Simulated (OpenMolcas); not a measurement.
# La III: the spin-orbit constant, worked from levels

| Quantity | Value |
| --- | --- |
| Program | OpenMolcas 26.06 |
| Basis | ANO-RCC-VDZP [7s6p4d2f1g] |
| Scalar Hamiltonian | DKH2, point nucleus |
| Active space | 1 electron in 6 orbitals (5d 6s) |
| State averaging | 2S+1 = 2 even, 6 roots |
| Spin-orbit coupling | RASSI with atomic mean-field integrals over the reference wave functions, term energies averaged over their components |

Methods: CASSCF; SS-CASPT2, IPEA 0.25 Eh, imaginary shift 0.1 Eh (closed shells correlated: 5s 5p). Measured levels: Martin, Zalubas and Hagan, Atomic Energy Levels: The Rare-Earth Elements, NSRDS-NBS 60 (1978).

**The spin-orbit constant.** For the Hund term ²D of d1, E(J) = (A/2) J(J+1) + constant and ζ = 2S·A = A. From J = 3/2 to J = 5/2 the energy changes by 2.5 A.

```csv
Source,E(5/2) - E(3/2),A,ζ
CASSCF,1731.5,692.6,693
SS-CASPT2,1731.5,692.6,693
measured,1603.2,641.3,641
```

All in cm-1. SS-CASPT2 is off by +8.0 % and CASSCF by +8.0 %. Both methods take the spin-orbit matrix elements from the reference wave functions, so the second can move ζ only through the term energies and any multistate remixing.

With one active electron the reference holds no correlation, so core polarisation is missing (holds for CASSCF). With one active electron, CASPT2 adds the correlation within the correlated inactive shells and between them and that electron, and leaves the splitting within a term as the reference gives it (holds for SS-CASPT2). Measured partners are found by configuration, term and J. A level has none where our copy of the source lacks it or the pairing is in doubt (some pairs that miss far off the trend of their configuration count as doubtful), and it then counts in no deviation. Only configurations of the active space appear.
